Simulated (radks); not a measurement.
Initial-state core-level shifts of the dysprosium ion Dy3+ when its valence configuration changes from [Xe] 4f9. Method: Dirac Kohn-Sham, PBE, spin-unpolarised, spherical densities, point nucleus; open shells fill j = l - 1/2 first; computed with a radial shooting solver on a logarithmic mesh with Libxc functionals. Shifts are changes of the shell-averaged eigenvalues in eV (positive: less bound).

| valence | 2p | 3p | 4p | 4d |
|---|---|---|---|---|
| 4f7 6s2 | -24.675 | -27.037 | -25.031 | -24.297 |
| 4f8 5d1 | -8.171 | -9.351 | -8.568 | -8.226 |
| 4f8 6s1 | -11.643 | -12.727 | -11.922 | -11.593 |
| 4f7 5d1 6s1 | -20.850 | -23.326 | -21.378 | -20.637 |
| 4f8.5 6p0.5 | -6.129 | -6.646 | -6.293 | -6.138 |
| 4f8.5 5d0.5 | -3.971 | -4.534 | -4.183 | -4.020 |
| 4f8 6p1 | -12.622 | -13.709 | -12.907 | -12.577 |
| 4f7 6p2 | -26.562 | -28.937 | -26.929 | -26.192 |
